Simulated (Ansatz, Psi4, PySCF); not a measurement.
C₃H₃, doublet (typed; the unrestricted solution is spin-contaminated), geometry from GFN2-xTB. Base run: MP2/cc-pVDZ (PySCF).

The PySCF input:
```python
from pyscf import gto, scf, mp

mol = gto.M(
    atom='''
C     0.001404   -0.018997    0.109188
C     0.016848   -0.227990    1.310390
C    -0.015720    0.212717   -1.222609
H     0.030126   -0.407665    2.343087
H     0.899848    0.246266   -1.784816
H    -0.945169    0.367019   -1.740084
''',
    basis='cc-pvdz',
    charge=0,
    spin=1,
    verbose=4,
)

mf = scf.UHF(mol)
mf.kernel()

pt = mp.MP2(mf)
pt.kernel()
print('E(MP2) = %.10f' % pt.e_tot)
```

The same geometry, method and basis name were run in Ansatz (a first-principles code) and Psi4 and PySCF, at each program's defaults and at the settings that a row names. The base is PySCF at its defaults. Differences at the defaults can come from grids, fitting, cores and function types together.

| code and settings | ΔE vs base (µEh) | basis functions | E (Eh) | SCF cycles |
|---|---|---|---|---|
| PySCF, defaults (exact integrals, spherical functions, all electrons correlated) | 0.0 | 57 | -115.61256 | 16 |
| Psi4, defaults (density fitting with its default set, spherical functions, all electrons correlated) | 199 | 57 | -115.61237 | 18 |
| Ansatz, defaults (factorised integrals, spherical functions, frozen core) | 7437 | 57 | -115.60513 | - |
| PySCF, frozen core | 7435 | 57 | -115.60513 | 16 |
| Psi4, exact integrals, spherical functions, frozen core | 7435 | 57 | -115.60513 | 18 |
| Ansatz, high accuracy, frozen core | 7435 | 57 | -115.60513 | - |

Open shells are given as the SCF converged; they aren't shown to be the lowest states, and a large step between rows can be another state.
